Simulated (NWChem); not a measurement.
# 1,1-difluoroethane (C2H4F2); SMILES CC(F)F

Program: NWChem. Geometry: optimised at PBE0/def2-SVP. B3LYP is NWChem's, with the RPA form of VWN correlation.

Task: What does the run give for B3LYP/aug-cc-pVTZ? Quantities: highest occupied level (eV); orbital gap (eV); dipole (D).

Result: The highest occupied level (eV) is -9.44 and the orbital gap (eV) is 9.11. The dipole (D) comes out as 2.20.
